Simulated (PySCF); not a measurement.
# One molecule, several mistakes: CGe2H10Si

These are calculations, not measurements. They come from PySCF 2.14.0, an open-source quantum chemistry program, on an isolated molecule that a program drew, which may never have been made. The molecule is CGe2H10Si (charge 0, singlet), drawn as the SMILES string `[GeH3][CH2][SiH2][GeH3]`.

Each row is a Hartree-Fock (HF) and frozen-core CCSD(T) single point in the cc-pV(D+d)Z basis, meant for a local HF minimum. Run 1 is clean. Each other run has one planted mistake out of seven kinds, and not every kind appears here: one electron removed, one electron added, multiplicity raised by two, geometry at a saddle point, minimal basis STO-3G, one bond length entered in bohr, all coordinates scaled. The reference is restricted for singlets and unrestricted otherwise, and also for a bond in bohr. Adding or removing an electron swaps singlet and doublet. Electrons count all cores. HOMO and LUMO are orbital energies over both spins, the gradient is its largest component, and the lowest frequency (negative if imaginary) is given only where the gradient is small. Bond lengths are over the 13 bonds as drawn. T1 is the CCSD diagnostic: over 0.02 (restricted) or 0.045 (unrestricted) a single reference is doubtful. Germanium has the cc-pVDZ-PP basis, with a core potential (ECP10MDF) in place of its 10 inner electrons, and its 3s, 3p and 3d shells are frozen in CCSD(T).

Geometry of the clean run:
```xyz
14
CGe2H10Si, angstrom
Ge   -0.7395    2.1316   -0.2746
C    -1.2395    0.5318    0.7624
Si   -0.0207   -0.0865    2.0648
Ge    2.0587   -0.8621    1.1278
H     0.5045    1.8488   -1.1254
H    -0.4386    3.3040    0.6664
H    -1.8941    2.5236   -1.2038
H    -2.1875    0.7546    1.2640
H    -1.4434   -0.2749    0.0507
H     0.2745    0.9961    3.0368
H    -0.6262   -1.2158    2.8159
H     1.8059   -1.8859    0.0112
H     2.9031   -1.5420    2.2139
H     2.8823    0.2889    0.5360
```

| run | electrons | basis functions | <S^2> | HOMO (eV) | LUMO (eV) | gradient (hartree/bohr) | lowest frequency (cm^-1) | mean bond (Å) | longest bond (Å) | T1 | HF (hartree) | CCSD(T) (hartree) | mistake |
|---|---|---|---|---|---|---|---|---|---|---|---|---|---|
| 1 | 94 | 133 | 0.000 | -10.47 | 3.36 | 1.7e-05 | 35 | 1.5871 | 2.409 | 0.0109 | -919.37295 | -919.91821 | no fault |
| 2 | 93 | 133 | 0.757 | -15.87 | -8.15 | 9.2e-02 | - | 1.5871 | 2.409 | 0.0162 | -919.03130 | -919.55683 | one electron removed |
| 3 | 94 | 133 | 0.943 | -9.00 | 1.09 | 3.0e-02 | - | 1.7163 | 3.568 | 0.0192 | -919.26298 | -919.77908 | one bond length entered in bohr |
| 4 | 94 | 133 | 0.000 | -10.12 | 2.79 | 4.7e-02 | - | 1.7315 | 2.628 | 0.0119 | -919.29272 | -919.85412 | ? |

**Which mistake was planted in run 4, and what did it cost?**

The mean and the longest bond both change by the same factor, 1.091, and the gradient is no longer small. So the mistake is: all coordinates scaled. Subtracting run 1 and multiplying by 627.51 kcal/mol a hartree, the energy moved by 50.3 kcal/mol in HF and 40.2 kcal/mol in CCSD(T).

